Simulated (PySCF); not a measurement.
H₃Si, SMILES [SiH3], multiplicity 2. Atoms are numbered in the order given.

```xyz
4

Si     0.0000     0.0000    -0.0803
H     -1.2222     0.7056     0.3747
H      1.2222     0.7056     0.3747
H      0.0000    -1.4113     0.3747
```
Charge 0, spin multiplicity 2.

Geometry optimised at B3LYP-D3(BJ)/def2-TZVPD.

The numbers are results of B3LYP/pcH-1 (PySCF), not measurements.

Unrestricted Kohn–Sham, ⟨S²⟩ = 0.751. Hyperfine tensors hold the contact and dipolar terms, without spin-orbit corrections.

Computed hyperfine couplings:
| nucleus | A(iso) (MHz) | A(iso) (G) | dipolar principal values (MHz) |
|---|---|---|---|
| 29Si no. 1 | -485.7 | -173.3 | -178.0, 89.0, 89.0 |
| 1H no. 2 | 32.1 | 11.5 | -9.8, 1.3, 8.5 |
| 1H no. 3 | 32.1 | 11.5 | -9.8, 1.3, 8.5 |
| 1H no. 4 | 32.1 | 11.5 | -9.8, 1.3, 8.5 |

Q: And the g tensor (effective nuclear charges for spin-orbit coupling, GIAO)? (An estimate is asked for; the answer gives what the named calculation found.)

A: principal values 2.0022, 2.0050, 2.0050; isotropic 2.0041.
